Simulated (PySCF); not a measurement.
C₄H₁₂OSi, SMILES CCCOC[SiH3].

Geometry optimised at B3LYP-D3(BJ)/def2-SVP. One conformer was computed; it need not be the lowest.

Two levels are set side by side: TDA-PBE/def2-SVPD (PySCF) and TDA-PBE0/def2-SVPD (PySCF). Vertical, same geometry. The lowest singlet is HOMO→LUMO 100 % with PBE and HOMO→LUMO 95 % with the other functional; states are paired by order. Differences are taken from unrounded values.

```tsv
quantity	TDA-PBE
lowest singlet excitation (eV)	5.81
lowest triplet excitation (TDA) (eV)	5.70
```

Problem. These are the TDA-PBE values. What does TDA-PBE0 give? (The exact figures need the calculation; the answer reports its results.)

Solution. 
```csv
quantity,TDA-PBE0,TDA-PBE minus TDA-PBE0
lowest singlet excitation (eV),6.87,-1.06
lowest triplet excitation (TDA) (eV),6.69,-0.98
```

A lower first singlet is the usual sign of a functional without exact exchange. Differences between two approximate levels are no errors against the true value.

Rough cost on one machine, each run with all the roots and properties that it gave: TDA-PBE0 against TDA-PBE about 3 times.
